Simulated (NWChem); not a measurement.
System: CH$_{5}$Si, doublet; SMILES C[SiH2]

The following NWChem deck was run.

```
start job
memory heap 200 mb stack 900 mb global 1100 mb
geometry units angstroms noautosym nocenter noautoz
  C     -0.008448     1.209874     0.000000
  Si    -0.120979    -0.670574     0.000000
  H     -0.498272     1.631117     0.890797
  H     -0.498272     1.631117    -0.890797
  H      1.044109     1.538885     0.000000
  H      0.502327    -1.269015     1.223547
  H      0.502327    -1.269015    -1.223547
end
basis spherical
  * library pcj-1
end
dft
  odft
  mult 2
  xc pbe0
  iterations 150
end
property
  hyperfine
end
task dft property
```

In the optimisation the excess spin sits in a' (Cs, its own frame). Coordinates come from a PBE0/def2-SVP, spin-unrestricted optimisation. No stability test was run on the SCF state.

Fermi-contact couplings, non-relativistic, static geometry.

Atoms are numbered as in the input.

Question: What results follow from this input? (PBE0/pcJ-1, spin-unrestricted, contact and dipolar terms.) Quantities: A(iso) 13C atom 1 (MHz); A(iso) 29Si atom 2 (MHz); A(iso) 1H atom 4 (MHz); A(iso) 1H atom 5 (MHz); A(iso) 1H atom 7 (MHz); <S²>.

Answer: The A(iso) 13C atom 1 (MHz) is 11.7, the A(iso) 29Si atom 2 (MHz) is -459 and the A(iso) 1H atom 4 (MHz) is 4.0. The A(iso) 1H atom 5 (MHz) is 65.7, the A(iso) 1H atom 7 (MHz) comes out as 26.2 and the <S²> is 0.752.
